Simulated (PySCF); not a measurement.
# SbF at UHF-CCSD(T)

Computed with UHF-CCSD(T); PySCF, scalar-relativistic core potentials, basis sets Sb cc-pVDZ-PP with ECP28, F cc-pVDZ.

```json
{
  "state": "³Σ⁻ (triplet), unpaired electrons π ↑↑",
  "bond length": "1.961 Å",
  "harmonic wavenumber": "614 cm⁻¹",
  "force constant": "3.65 mdyn/Å",
  "rotational constant Be": "0.2671 cm⁻¹",
  "anharmonicity ωexe": "2.77 cm⁻¹",
  "vibration–rotation constant αe": "0.00161 cm⁻¹",
  "well depth De to Sb + F": "3.16 eV",
  "dissociation energy D0": "3.12 eV"
}
```

Correlated steps freeze 5 core orbitals. Correlated levels converge slowly with the basis: in double zeta they bind strong bonds too weakly, by up to about 1 eV, and carry superposition errors of some tenths. Spin–orbit coupling is left out, which matters for elements this heavy, above all for dissociation energies. The state is the lowest determinant that a PBE0 search found; another state may lie lower at other levels.
